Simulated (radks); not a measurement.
Values are calculated unless marked as measured or tabulated.
Radial electron density D(r) = 4 pi r^2 rho(r) of an atom or ion with 30 electrons. Level of theory: scalar-relativistic Kohn-Sham, PBE, spin-polarised, spherical densities, point nucleus (a radial shooting solver on a logarithmic mesh with Libxc functionals).

r (bohr),D(r) (e/bohr),spin D(r)
0.006531,9.575,-0.0000720
0.007483,11.71,-0.0000815
0.008505,14.03,-0.0000876
0.009744,16.84,-0.0000877
0.01116,19.98,-0.0000752
0.01269,23.17,-0.0000438
0.01454,26.74,0.0000240
0.01652,30.11,0.000139
0.01893,33.54,0.000343
0.02151,36.39,0.000651
0.02465,38.78,0.00115
0.02824,40.28,0.00192
0.03209,40.71,0.00296
0.03677,40.09,0.00452
0.04179,38.64,0.00654
0.04788,36.55,0.00940
0.05441,34.60,0.0129
0.06234,33.21,0.0176
0.07142,33.19,0.0234
0.08118,34.77,0.0300
0.093,38.01,0.0387
0.1057,41.88,0.0491
0.1211,45.67,0.0641
0.1376,47.64,0.0845
0.1577,46.97,0.117
0.1807,43.17,0.166
0.2053,37.52,0.233
0.2352,31.06,0.329
0.2674,26.41,0.442
0.3063,24.38,0.576
0.3482,25.30,0.698
0.3989,27.96,0.796
0.457,30.24,0.836
0.5194,30.37,0.808
0.595,27.70,0.714
0.6763,23.07,0.589
0.7748,17.24,0.453
0.8806,12.13,0.353
1.009,7.944,0.296
1.156,5.232,0.290
1.314,3.737,0.314
1.505,2.798,0.342
1.711,2.162,0.345
1.96,1.555,0.308
2.228,1.029,0.241
2.552,0.5767,0.159
2.924,0.2733,0.0887
3.323,0.1139,0.0434
3.807,0.03654,0.0166
4.327,0.01007,0.00534
4.957,0.001983,0.00123
5.634,0.0003299,0.000232

What is the nuclear charge?

Answer. Z = 33. The innermost maximum, from 1s, lies near gamma/Z bohr with gamma = sqrt(1 - (Z/c)^2) = 0.971, here 0.0294 bohr (found: 0.0318), and its height grows with Z. The density is that of the arsenic ion As3+ in [Ar] 3d9.5 4s2 4p0.5; the configuration itself is not fixed sharply by these data, and Z only to about a unit. D(r) has 3 maxima, at r = 0.0318, 0.143, 0.491 bohr, and minima at 0.0670, 0.311 bohr, inside which lie 2.08, 10.97 electrons.
